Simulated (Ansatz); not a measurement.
`C[SiH2][GaH2]` + H₂ → `[GaH3]` + `C[SiH3]` at 600 K and 1 bar (hydrogenolysis of a Ga–Si bond).

Program: Ansatz. Geometries: PBE0-D4/def2-TZVP. ΔE: electronic, gas phase. CBS: MP2 limit from def2 TZ/QZ plus the TZ coupled-cluster correction, frozen cores. This one scheme is used for every species. For Ga outer-core shells are correlated without core-valence functions, which leaves a few kJ/mol of doubt a bond. Scalar relativity is left out up to krypton.

```tsv
species	CCSD(T)/CBS energy (Eh)	H − E (kJ/mol)	S (J/(mol·K))
`C[SiH2][GaH2]`	-2255.26778	234.0	434.2
H₂	-1.17544	43.9	150.8
`[GaH3]`	-1925.70545	74.9	253.2
`C[SiH3]`	-330.73916	199.7	315.0
```

H − E and S are ideal-gas, rigid-rotor, harmonic terms from PBE0-D4/def2-TZVP. The MP2-based limit puts H₂ 0.8 mEh under its directly extrapolated value; such offsets cancel only in part. 1 Eh = 2625.50 kJ/mol, R = 8.31446 J/(mol·K).

Task: By hand: ΔE, ΔH, ΔS and ΔG.

Result: ΔE = (-1925.70545) + (-330.73916) − (-2255.26778) − (-1.17544) = -0.00139 Eh = -3.6 kJ/mol. Δ(H − E) = 74.9 + 199.7 − 234.0 − 43.9 = -3.3, so ΔH = -6.9 kJ/mol. ΔS = 253.2 + 315.0 − 434.2 − 150.8 = -16.8 J/(mol·K). ΔG = -6.9 − 600 × (-16.8)/1000 = 3.2 kJ/mol.

Task: By hand: the equilibrium constant, and the temperature at which ΔG would vanish if ΔH and ΔS stayed fixed.

Result: log₁₀ K = −ΔG/(RT ln 10) = -0.3. ΔG = 0 at ΔH/ΔS = 411 K, though so small a ΔH makes that figure unsure.

TΔS isn't small against ΔH here. The sign of ΔG lies within the doubt. A doubt of 5 kJ/mol in ΔE shifts log₁₀ K by 0.4 here. Modes under 60 cm⁻¹, often nearly free rotors, make the harmonic entropy too high. These are equilibria of isolated gas molecules and say nothing of rates. Largest T1 diagnostic: 0.013 (customary marks: 0.02 for closed shells, 0.045 for open ones).
